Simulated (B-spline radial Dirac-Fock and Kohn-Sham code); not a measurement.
## Subshell photoionisation cross sections of Yb³⁺ against photon energy

System: Yb³⁺, 1s2 2s2 2p6 3s2 3p6 3d10 4s2 4p6 4d10 4f12 5s2 5p6 6p1 (an excited configuration).

Input of the calculation (task.json; shells as n, l, electrons):

```json
{"items": [{
  "Z": 70,
  "q": 3,
  "cfg": [[1, 0, 2], [2, 0, 2], [2, 1, 6], [3, 0, 2], [3, 1, 6], [3, 2, 10], [4, 0, 2], [4, 1, 6], [4, 2, 10], [4, 3, 12], [5, 0, 2], [5, 1, 6], [6, 1, 1]],
  "A": 174,
  "rrms": 5.3108,
  "do": ["binding", "quiet", "photo", "scan"],
  "hv": [60, 85.5, 86.3, 116.0, 400, 800, 1253.6, 5030.0, 5580.0, 10900.0, 15000, 30000, 53500.0, 59318.2, 107000.0, 200000]
}]}
```

Launch: `python xray_run.py task.json out`

Model: Dirac-Hartree-Slater photoionisation with all multipoles and Dirac-Fock thresholds. Program: a radial finite-basis atomic code. Values are in kb per electron; a dash marks an energy below the computed threshold.

```
hν (eV)      1s     3d5/2        4s     4d5/2     4f5/2
     60       –         –         –         –       146
   85.5       –         –         –         –       382
   86.3       –         –         –         –       388
    116       –         –         –         –       521
    400       –         –         –      64.4       209
    800       –         –      27.5      52.3      41.1
 1253.6       –         –      15.5      26.2      10.7
   5030       –      4.96      1.53     0.863    0.0679
   5580       –      3.56      1.26     0.632    0.0445
  10900       –     0.366     0.344    0.0730   0.00255
  15000       –     0.115     0.179    0.0239  0.000608
  30000       –   0.00822    0.0398   0.00181  2.41e-05
  53500       –  0.000817    0.0103  0.000187  1.53e-06
59318.2       –  0.000538   0.00806  0.000124  9.32e-07
 107000   0.356  4.94e-05   0.00185  1.16e-05  5.56e-08
 200000  0.0651  4.23e-06  0.000364  1.00e-06  3.22e-09
```

At 200000 eV the multipoles beyond E1 give 35.7 % of 1s, 74.4 % of 3d5/2, 38.0 % of 4s, 74.2 % of 4d5/2, 87.4 % of 4f5/2.
